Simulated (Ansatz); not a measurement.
`[SiH3][O][Zn][Cl]` + `CCOC=O` → `O=COC[SiH3]` + `C[O][Zn][Cl]`  (formal exchange of groups at the Si–O bond)

Calculated with Ansatz (gas phase, PBE0-D4/def2-TZVP geometries, no zero-point term in ΔE). CBS: MP2 limit from def2 TZ/QZ plus the TZ coupled-cluster correction, frozen cores. Functionals use def2-TZVPP. B3LYP here is the variant with VWN-RPA as its local correlation; programs differ in this. For Zn outer-core shells are correlated without core-valence functions, which leaves a few kJ/mol of doubt a bond. Scalar relativity is left out up to krypton. One conformer a species, not always the lowest.

```tsv
level	ΔE (kJ/mol)
B3LYP-D4	194.1
HF/def2-TZVPP	222.0
CCSD(T)/def2-TZVPP	205.6
HF/def2-QZVPP	223.5
```

Problem. What does CCSD(T)/CBS give? (Estimate.)

Solution. Computed: +206.7 kJ/mol. The listed levels differ from it by -12.6, 15.3, -1.1, 16.8 kJ/mol.

Largest T1 diagnostic among the species: 0.015.

In def2-TZVPP, CCSD(T) changes the Hartree–Fock value by −16.4 kJ/mol (the triples alone add −3.2 kJ/mol) and MP2 by −8.6 kJ/mol. From PBE to PBE0 (25 % exact exchange), in def2-TZVPP and without D4, ΔE moves by +13.3 kJ/mol.
